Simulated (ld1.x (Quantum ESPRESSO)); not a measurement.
## aluminium (Al), TM: configuration errors across variants

aluminium (Al), norm-conserving Troullier–Martins (Kleinman–Bylander form), made with ld1.x (Quantum ESPRESSO) 7.5 (LDA (PZ), scalar-relativistic). Core [Ne], reference 3s1.75 3p1.25. Waves: 3p (bound): rc 2.15 bohr; 3s (bound): rc 1.70 bohr. Local part: the s channel. Core correction: a·sin(br)/r model core inside 0.85 bohr.

All-electron excitation energies from the reference (eV): (1) 3s2 3p1 -1.269; (2) 3s2 3p0 4.578; (3) 3s1 3p0 23.955; (4) 3s1 3p1 10.397; (5) 3s0 3p3 9.237; (6) 3s2 3p1.3 -1.867; (7) 3s2 3p0.5 0.856; (8) 3s1.75 3p1.25 spin -0.328; (9) 3s2 3p1 spin -1.404.

Spin tests fill each open shell by Hund’s rule, majority spin first.

Errors AE − PS in meV (a dash: test not solved or not reliable):

```tsv
change	(1)	(2)	(3)	(4)	(5)	(6)	(7)	(8)	(9)	bound ghosts
base	-0.1	+1.1	+12	+3.7	-5.4	+0.2	-0.1	+2.2	+0.8	none
wave 3s (bound): rc 1.70 bohr becomes 3s (bound): rc 1.30 bohr	-0.2	+0.7	+27	+8.1	-18	+0.4	-0.7	+2.1	+0.8	none
wave 3s (bound): rc 1.70 bohr becomes 3s (bound): rc 1.44 bohr	-0.1	+1.2	+17	+4.8	-11	+0.3	-0.3	+2.1	+0.8	none
wave 3s (bound): rc 1.70 bohr becomes 3s (bound): rc 1.62 bohr	-0.1	+1.2	+13	+3.8	-6.5	+0.2	-0.1	+2.2	+0.8	none
wave 3s (bound): rc 1.70 bohr becomes 3s (bound): rc 1.82 bohr	-0.1	+1.1	+12	+3.7	-4.5	+0.2	-0.1	+2.2	+0.8	none
wave 3s (bound): rc 1.70 bohr becomes 3s (bound): rc 2.02 bohr	-0.1	+1.2	+12	+3.6	-6.0	+0.2	-0.1	+2.2	+0.8	none
wave 3s (bound): rc 1.70 bohr becomes 3s (bound): rc 2.20 bohr	-0.1	+1.4	+13	+3.4	-10	+0.2	-0.2	+2.1	+0.8	none
wave 3s (bound): rc 1.70 bohr becomes 3s (bound): rc 2.36 bohr	-0.3	+2.0	+15	+2.9	-18	+0.2	-0.3	+2.0	+0.7	none
wave 3s (bound): rc 1.70 bohr becomes 3s (bound): rc 2.50 bohr	-0.4	+2.5	+17	+2.5	-26	+0.2	-0.3	+1.9	+0.7	none
```

(1) Give the same row for: wave 3s (bound): rc 1.70 bohr becomes 3s (bound): rc 1.16 bohr.

## Answers

(1) -0.1, -0.9, +57, +24, -20, +1.1, -1.3, +2.6, +1.3; bound ghosts: none.
